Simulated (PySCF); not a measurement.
This PySCF input asks for the NMR shieldings of `[BH3-]/C=C/C`, [C3H8B]-; the geometry comes from GFN2-xTB.

```python
import basis_set_exchange as bse
import numpy as np
from pyscf import gto, dft
from pyscf.prop import nmr

atoms = """
B     2.046472   -0.060662   -0.132888
C     0.468834   -0.400733   -0.101084
C    -0.542528    0.430046    0.104704
C    -2.008460    0.064601    0.126231
H     2.608604   -0.714529    0.742790
H     2.503456   -0.400323   -1.221967
H     2.257087    1.130388    0.048410
H     0.191545   -1.449177   -0.268006
H    -0.350471    1.485323    0.278524
H    -2.565255    0.602755   -0.649324
H    -2.140465   -1.005133   -0.042424
H    -2.467620    0.316757    1.089006
"""
names = dict.fromkeys(["B", "C", "H"], "pcSseg-1")
basis = {el: gto.basis.parse(bse.get_basis(n, elements=[el], fmt="nwchem")) for el, n in names.items()}
mol = gto.M(atom=atoms, basis=basis, charge=-1, verbose=0)
mf = dft.RKS(mol, xc="PBE0")
mf.grids.level = 2
mf.grids.alignment = dft.numint.BLKSIZE   # the property module wants whole blocks of grid points
mf.conv_tol = 1e-9
mf.kernel()

calc = nmr.RKS(mf)   # GIAO
C = mf.mo_coeff
Co = C[:, mf.mo_occ > 0]
resp = mf.gen_response(singlet=True, hermi=2)
def vind(x):   # induced exchange potential for any number of trial vectors
    d = np.einsum("pi,xij,qj->xpq", C, 2 * x.reshape(-1, C.shape[1], Co.shape[1]), Co, optimize=True)
    return np.einsum("xpq,pi,qj->xij", resp(d - d.transpose(0, 2, 1)), C, Co, optimize=True).ravel()
mo1, _ = nmr.rhf.solve_mo1(calc, with_cphf=vind)
sigma = calc.kernel(mo1)
for i, s in enumerate(sigma):   # ppm
    print("%2d %-2s %9.2f" % (i, mol.atom_pure_symbol(i), np.trace(s) / 3))
```

**Question.** What are the results?

**Answer.** 
```
 0 B     136.77
 1 C      14.61
 2 C      70.48
 3 C     159.47
 4 H      30.58
 5 H      30.59
 6 H      30.72
 7 H      24.73
 8 H      26.56
 9 H      30.05
10 H      30.48
11 H      30.07
```

These numbers come from an equivalent density-fitted implementation of the same equations, which agrees with the script to about 0.01 ppm for H and up to a few tenths of a ppm for heavy atoms, so last digits may differ.

Size and cost of the density-fitted run: 108 basis functions, 15 s wall time on 1 thread of an Intel Xeon, shared host; peak memory 0.51 GiB.
